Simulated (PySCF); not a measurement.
A geometry optimisation, step by step.

Compound: C5H6ClFO.
Bonds: C1–C2, C2–C3, C2–C4 (double), C4–Cl5, C4–C6, C6–O7 (double), C6–F8. Hydrogens: H9, H10, H11 on C1; H12, H13, H14 on C3.

Method: PySCF 2.14.0, PBE0-D3(BJ)/def2-SVP geometry optimisation, gas phase; density fitting, grid level 1; the optimiser is geomeTRIC in internal coordinates, started from a GFN2-xTB structure. 8 of its 13 geometries are shown. The frame can shift and turn from step to step; on so coarse a grid that alone can change the energy by a few meV, and forces under 0.02 eV/Å are noise.

Step 0: E = -22543.1164 eV, largest atomic force 1.473 eV/Å
```
atom  x, y, z in Å  |  force x, y, z in eV/Å
C1     -1.201    1.361    0.022    0.423  -0.138  -0.089
C2     -0.271    0.200    0.004   -0.166   0.005   0.004
C3     -0.907   -1.148    0.065    0.095   0.176   0.055
C4      1.070    0.349   -0.057    0.046   0.569  -0.010
Cl5     1.818    1.920   -0.106   -0.076   0.017  -0.004
C6      1.989   -0.779   -0.083    1.436  -0.325  -0.055
O7      1.741   -1.942   -0.072   -0.258   0.037   0.005
F8      3.291   -0.391   -0.129   -0.771  -0.130   0.036
H9     -1.678    1.424    1.001   -0.247   0.020   0.381
H10    -1.989    1.212   -0.715   -0.347  -0.066  -0.257
H11    -0.689    2.296   -0.179    0.127   0.356  -0.043
H12    -0.711   -1.703   -0.852    0.045  -0.269  -0.303
H13    -0.484   -1.742    0.874    0.104  -0.277   0.237
H14    -1.980   -1.057    0.204   -0.410   0.026   0.043
```

Step 2: E = -22543.1266 eV, largest atomic force 0.885 eV/Å
```
atom  x, y, z in Å  |  force x, y, z in eV/Å
C1     -1.219    1.345   -0.050    0.007  -0.007  -0.068
C2     -0.268    0.195   -0.025    0.004   0.138   0.021
C3     -0.896   -1.168   -0.020    0.042  -0.029   0.070
C4      1.076    0.379    0.013   -0.089  -0.196   0.225
Cl5     1.816    1.951    0.008   -0.168   0.010   0.031
C6      2.020   -0.755    0.083    0.248  -0.009  -0.850
O7      1.802   -1.907   -0.123   -0.306   0.039   0.335
F8      3.268   -0.351    0.289    0.260   0.049   0.272
H9     -1.759    1.393    0.912   -0.001  -0.021  -0.004
H10    -1.982    1.183   -0.827   -0.005   0.014  -0.007
H11    -0.724    2.308   -0.218    0.018   0.005   0.004
H12    -0.678   -1.708   -0.954    0.004   0.022  -0.023
H13    -0.497   -1.801    0.785   -0.014  -0.012  -0.013
H14    -1.985   -1.082    0.091    0.001  -0.004   0.006
```

Step 3: E = -22543.1526 eV, largest atomic force 0.217 eV/Å
```
atom  x, y, z in Å  |  force x, y, z in eV/Å
C1     -1.216    1.346   -0.048   -0.020  -0.027  -0.026
C2     -0.267    0.193   -0.023   -0.012  -0.039  -0.018
C3     -0.891   -1.172   -0.021   -0.024   0.018   0.053
C4      1.076    0.377    0.009    0.043   0.018   0.060
Cl5     1.774    1.968    0.004    0.080  -0.009   0.038
C6      2.031   -0.748    0.062   -0.041   0.002  -0.213
O7      1.776   -1.900   -0.096    0.023   0.018   0.104
F8      3.284   -0.361    0.293   -0.014   0.033   0.032
H9     -1.758    1.392    0.912   -0.011  -0.011  -0.001
H10    -1.978    1.187   -0.828   -0.002  -0.003  -0.007
H11    -0.717    2.307   -0.214   -0.010  -0.015   0.005
H12    -0.674   -1.705   -0.959   -0.001   0.010  -0.014
H13    -0.487   -1.810    0.778   -0.003   0.005  -0.013
H14    -1.980   -1.092    0.096   -0.009   0.000   0.000
```

Step 5: E = -22543.1524 eV, largest atomic force 0.348 eV/Å
```
atom  x, y, z in Å  |  force x, y, z in eV/Å
C1     -1.223    1.336   -0.052    0.029   0.030   0.021
C2     -0.264    0.193   -0.023   -0.035   0.008  -0.033
C3     -0.891   -1.170   -0.019    0.032  -0.019   0.006
C4      1.080    0.383    0.006    0.005  -0.026  -0.084
Cl5     1.789    1.969    0.024   -0.050   0.016  -0.004
C6      2.038   -0.739    0.041   -0.019  -0.039   0.345
O7      1.788   -1.897   -0.071   -0.029   0.023  -0.121
F8      3.285   -0.342    0.286    0.053   0.012  -0.109
H9     -1.770    1.375    0.906   -0.010  -0.001  -0.006
H10    -1.979    1.170   -0.835    0.009  -0.005  -0.009
H11    -0.734    2.302   -0.215    0.003   0.006   0.006
H12    -0.680   -1.700   -0.961   -0.007  -0.006  -0.006
H13    -0.486   -1.811    0.776    0.014   0.001  -0.004
H14    -1.979   -1.086    0.101    0.005  -0.001  -0.002
```

Step 7: E = -22543.1560 eV, largest atomic force 0.116 eV/Å
```
atom  x, y, z in Å  |  force x, y, z in eV/Å
C1     -1.225    1.335   -0.054    0.004   0.001  -0.012
C2     -0.266    0.192   -0.020   -0.011  -0.020  -0.012
C3     -0.885   -1.174   -0.020   -0.009   0.004   0.027
C4      1.077    0.384    0.017    0.034   0.031   0.038
Cl5     1.773    1.977    0.026    0.017   0.001   0.019
C6      2.038   -0.735    0.062   -0.050   0.027  -0.101
O7      1.778   -1.889   -0.066    0.078  -0.027   0.058
F8      3.295   -0.341    0.262   -0.053  -0.010  -0.004
H9     -1.781    1.373    0.899   -0.005  -0.009  -0.003
H10    -1.974    1.170   -0.844    0.002   0.002  -0.006
H11    -0.734    2.302   -0.211   -0.005  -0.001   0.005
H12    -0.670   -1.702   -0.962   -0.001   0.002  -0.002
H13    -0.478   -1.813    0.776    0.000  -0.002  -0.007
H14    -1.975   -1.096    0.097   -0.002   0.001   0.000
```

Step 9: E = -22543.1583 eV, largest atomic force 0.052 eV/Å
```
atom  x, y, z in Å  |  force x, y, z in eV/Å
C1     -1.234    1.324   -0.057    0.006   0.010   0.006
C2     -0.267    0.189   -0.015   -0.005  -0.010  -0.011
C3     -0.881   -1.181   -0.017    0.017  -0.007   0.008
C4      1.075    0.391    0.025   -0.032   0.008  -0.006
Cl5     1.757    1.989    0.043    0.007   0.004   0.005
C6      2.046   -0.719    0.059    0.042   0.006   0.030
O7      1.807   -1.881   -0.032   -0.037   0.001  -0.003
F8      3.302   -0.302    0.216   -0.001   0.004  -0.026
H9     -1.806    1.351    0.887   -0.006  -0.005  -0.003
H10    -1.969    1.157   -0.860    0.003  -0.002  -0.005
H11    -0.749    2.296   -0.201   -0.005   0.001   0.005
H12    -0.666   -1.704   -0.962   -0.001  -0.004  -0.002
H13    -0.470   -1.821    0.775    0.009   0.000   0.002
H14    -1.971   -1.106    0.102    0.005  -0.005   0.000
```

Step 10: E = -22543.1593 eV, largest atomic force 0.033 eV/Å
```
atom  x, y, z in Å  |  force x, y, z in eV/Å
C1     -1.242    1.316   -0.056    0.009   0.011   0.006
C2     -0.268    0.187   -0.011   -0.008  -0.012  -0.006
C3     -0.874   -1.185   -0.014    0.017  -0.009   0.005
C4      1.073    0.397    0.029   -0.025   0.012  -0.002
Cl5     1.744    2.000    0.049    0.013   0.000   0.004
C6      2.052   -0.707    0.059    0.031   0.009  -0.006
O7      1.816   -1.871   -0.016   -0.023  -0.002   0.009
F8      3.309   -0.282    0.181   -0.024   0.004  -0.015
H9     -1.824    1.335    0.882   -0.004  -0.006  -0.002
H10    -1.968    1.147   -0.868    0.003  -0.001  -0.003
H11    -0.763    2.292   -0.192   -0.004   0.002   0.005
H12    -0.657   -1.706   -0.960    0.003  -0.004   0.001
H13    -0.459   -1.824    0.776    0.007  -0.001   0.004
H14    -1.964   -1.117    0.105    0.005  -0.005   0.001
```

Step 12: E = -22543.1607 eV, largest atomic force under 0.02 eV/Å
```
atom  x, y, z in Å  |  force x, y, z in eV/Å
C1     -1.272    1.290   -0.046    0.002   0.001   0.008
C2     -0.272    0.183   -0.001   -0.002   0.005   0.011
C3     -0.845   -1.204    0.000   -0.004  -0.004  -0.009
C4      1.063    0.423    0.032    0.004   0.001  -0.018
Cl5     1.704    2.038    0.051    0.001  -0.002  -0.006
C6      2.063   -0.662    0.039   -0.014  -0.004  -0.013
O7      1.845   -1.832    0.018    0.010   0.002  -0.002
F8      3.316   -0.213    0.061   -0.001   0.003   0.013
H9     -1.877    1.276    0.876    0.000  -0.004  -0.001
H10    -1.973    1.118   -0.879    0.001   0.003  -0.001
H11    -0.814    2.279   -0.154   -0.001   0.001   0.003
H12    -0.617   -1.722   -0.944    0.007  -0.002   0.007
H13    -0.411   -1.829    0.791   -0.004   0.000   0.007
H14    -1.936   -1.162    0.120    0.001   0.000   0.000
```

**Question.** Summarise the path.

**Answer.** The energy falls by 0.0443 eV from step 0 to step 12; nine tenths of that is first reached at step 8. It rises by more than 0.2 meV at steps 2 and 4. The largest force goes from 1.473 to under 0.02 eV/Å. Among the bonds C6–F8 changes most, from 1.360 to 1.331 Å; the atoms move by 0.043 Å rms after alignment.

The cost below is that of the whole optimisation. On one thread of an Arm Neoverse N1 (shared host), this took 2.6 min of wall time and 0.64 GiB of memory at its peak.
